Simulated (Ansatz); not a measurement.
One change: `[F][InH2]` becomes `[OH][InH][F]`.

Ansatz, PBE0-D4/def2-TZVP geometries, multiplicity 1. Each molecule was computed in one conformer, which needn't be the lowest.

Elements past krypton have def2 core potentials.

```json
{"property": "HOMO–LUMO gap (ωB97M-V/def2-TZVPP) / eV", "`[F][InH2]`": "10.61"}
{"property": "LUMO energy (B3LYP/def2-TZVPP) / eV", "`[F][InH2]`": "-2.15"}
{"property": "HOMO–LUMO gap (PBE0/def2-TZVPP) / eV", "`[F][InH2]`": "6.91"}
{"property": "size of the dipole moment (ωB97M-V/def2-TZVPP) / D", "`[F][InH2]`": "3.07"}
{"property": "LUMO energy (PBE/def2-TZVPP) / eV", "`[F][InH2]`": "-2.55"}
{"property": "HOMO–LUMO gap (B3LYP/def2-TZVPP) / eV", "`[F][InH2]`": "6.40"}
```

(1) Give the same properties after the change, and the shifts. (Best estimate.)

## Answers

(1) Computed: 
```json
{"property": "HOMO–LUMO gap (ωB97M-V/def2-TZVPP) / eV", "`[OH][InH][F]`": "11.38", "shift": "0.77"}
{"property": "LUMO energy (B3LYP/def2-TZVPP) / eV", "`[OH][InH][F]`": "-1.79", "shift": "0.36"}
{"property": "HOMO–LUMO gap (PBE0/def2-TZVPP) / eV", "`[OH][InH][F]`": "7.49", "shift": "0.58"}
{"property": "size of the dipole moment (ωB97M-V/def2-TZVPP) / D", "`[OH][InH][F]`": "4.17", "shift": "1.10"}
{"property": "LUMO energy (PBE/def2-TZVPP) / eV", "`[OH][InH][F]`": "-2.33", "shift": "0.22"}
{"property": "HOMO–LUMO gap (B3LYP/def2-TZVPP) / eV", "`[OH][InH][F]`": "6.86", "shift": "0.46"}
```

With PBE0 the HOMO falls by 0.16 eV and the LUMO rises by 0.42 eV, so the gap widens by about 0.58 eV. PBE moves the HOMO by 0.03 eV and ωB97M-V by -0.36 eV. Dipoles are sizes alone; their direction can turn.

B3LYP here is the variant with VWN-RPA as its local correlation; programs differ in this.
